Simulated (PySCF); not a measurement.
Compound: C3H5Cl3O2Si.
Z-matrix (Å and degrees, PBE0-D3(BJ)/def2-SVP geometry), rows numbered from 1:
```
C 
C   1  1.4930
O   2  1.2085  1  125.98
O   2  1.3395  1  113.74  3   179.99
Si  4  1.7131  2  112.96  1   179.85
C   5  1.9107  4  101.78  2  -179.51
Cl  6  1.7759  5  110.39  4   -61.00
Cl  6  1.7876  5  105.95  4  -179.96
Cl  6  1.7762  5  110.31  4    61.12
H   1  1.0998  2  109.38  3  -119.56
H   1  1.0953  2  109.99  3     1.66
H   1  1.0994  2  109.54  3   123.32
H   5  1.4798  4  111.78  2   -65.21
H   5  1.4802  4  111.75  2    66.14
```

The closed-shell ground state was solved at several levels (PySCF, density fitting, gas phase, non-relativistic).

```json
{"level": "CAM-B3LYP/def2-SVPD", "basis functions": "251", "HOMO (eV)": "-9.99", "LUMO (eV)": "0.09", "gap (eV)": "10.08", "dipole (D)": "1.88"}
{"level": "PBE0/pcSseg-1", "basis functions": "206", "HOMO (eV)": "-8.59", "LUMO (eV)": "-0.99", "gap (eV)": "7.60", "dipole (D)": "1.87"}
```

(1) What might KT3/pcSseg-1 (206 basis functions) give for the same quantities?

(2) Over all these levels, which gives the widest orbital gap and which the narrowest?

(3) How far do the dipole and the HOMO energy spread over the levels?

## Answers

(1) HOMO -7.06 eV, LUMO -2.16 eV, gap 4.90 eV, dipole 1.79 D.

(2) CAM-B3LYP/def2-SVPD (range-separated hybrid) has the widest, 10.08 eV, and KT3/pcSseg-1 (GGA) the narrowest, 4.90 eV. Functional and basis both differ between the two, so the spread mixes both effects.

(3) The dipole runs from 1.79 to 1.88 D (mean 1.85 D) and the HOMO from -9.99 to -7.06 eV.

One conformer stands for the species.
